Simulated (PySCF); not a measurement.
GeHCl, SMILES [Cl][GeH] (connectivity only; charge and spin as stated), neutral, multiplicity 1. Geometry optimised at ωB97X-D3(BJ)/def2-TZVP.

TDA-B3LYP/def2-TZVPD (PySCF) puts the lowest singlet excitations at 2.80, 4.73, 5.28, 5.55, 5.63, 6.34 eV.

Q: What are the lowest excitation roots from PySCF 2.14.0 with ADC(2)/aug-cc-pVDZ? (The exact figures need the calculation; the answer reports its results.)

A: 2.87, 5.26, 5.52, 5.75, 6.19, 6.37 eV. S1 differs by 0.08 eV (second minus first; roots are paired by order, and the bases may differ).
